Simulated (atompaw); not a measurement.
# lanthanum (La) PAW (atompaw): all-electron and pseudo phase curves

- Element: lanthanum (La)
- Generator: atompaw 4.2.0.5
- Type: PAW
- Functional: PBEsol
- Relativity: scalar-relativistic
- Frozen core: [Kr] 4d10
- Valence charge: 11
- Reference configuration: 4f0 5s2 5p6 5d1 6s2 6p0
- Partial waves: 5s (bound); 6s (bound); 5p (bound); 6p (bound, empty); 5d (bound); 5d channel at 0.25 Ry; 4f (bound, empty); 4f channel at 0.1 Ry
- Local potential: troulliermartins scheme with l = 4 at 0 Ry, radius 2.00 bohr
- Core correction: smooth core density matched at 2.95 bohr
- Augmentation charge: sinc compensation charge, radius 2.55 bohr; PAW radius 3.00 bohr; waves and projectors: bloechl

The phase is arctan(r·u′/u) with u = r·R(r), unwrapped; energies in Ry, scanned from -5 to 5 Ry. A pole is an energy at which the radial function vanishes at the test radius. The pseudo phase is shifted by a multiple of π to meet the all-electron one at the reference energy, and phase errors are pseudo minus all-electron; the curves can meet again beyond the range given. Levels narrower than the energy grid can be missing from the lists of poles.

Question: For each channel, where are the poles, and over which energies does the pseudopotential scatter like the atom?

Answer:

```tsv
channel	radius (bohr)	reference energy (Ry)	poles, all-electron	poles, pseudo	unbroken range about the reference energy with phases within 0.05 rad	phase error 1 Ry above the reference energy (rad)
s	3.00	-0.27	-2.76, 2.93	-2.76, 3.56	below 0.0	+0.141
p	3.00	-0.10	-1.40, 4.15	-1.40, 2.70	below 1.0	-0.033
d	3.00	-0.23	0.64	0.55, 0.67	below 0.6	-3.135
f	3.00	-0.32	-0.26, 3.25	-0.26, 3.66	below 1.3	+0.002
```

Note: ghost state, extra bound levels that the all-electron valence spectrum of the same l lacks: s at -2.98 eV. A true bound ghost makes a file unfit for plane-wave use.

Phases in the d channel:

```
E (Ry)  all-electron  pseudo
 -5.00         1.416   1.415
 -4.76         1.412   1.410
 -4.52         1.407   1.406
 -4.28         1.402   1.401
 -4.04         1.397   1.395
 -3.80         1.390   1.389
 -3.56         1.383   1.382
 -3.32         1.375   1.374
 -3.08         1.367   1.365
 -2.84         1.356   1.354
 -2.60         1.344   1.342
 -2.36         1.330   1.328
 -2.12         1.312   1.310
 -1.88         1.290   1.287
 -1.64         1.260   1.258
 -1.40         1.219   1.217
 -1.16         1.157   1.155
 -0.92         1.051   1.049
 -0.68         0.833   0.831
 -0.44         0.248   0.247
 -0.20        -0.763  -0.763
  0.04        -1.244  -1.244
  0.28        -1.434  -1.434
  0.52        -1.534  -1.540
  0.76        -1.600  -4.735
  1.00        -1.651  -4.784
  1.24        -1.696  -4.825
  1.48        -1.740  -4.862
  1.72        -1.788  -4.900
  1.96        -1.847  -4.940
  2.20        -1.927  -4.987
  2.44        -2.047  -5.045
  2.68        -2.257  -5.121
  2.92        -2.673  -5.228
  3.16        -3.366  -5.390
  3.40        -3.930  -5.653
  3.64        -4.218  -6.070
  3.88        -4.370  -6.577
  4.12        -4.461  -6.978
  4.36        -4.522  -7.228
  4.60        -4.565  -7.381
  4.84        -4.599  -7.481
```
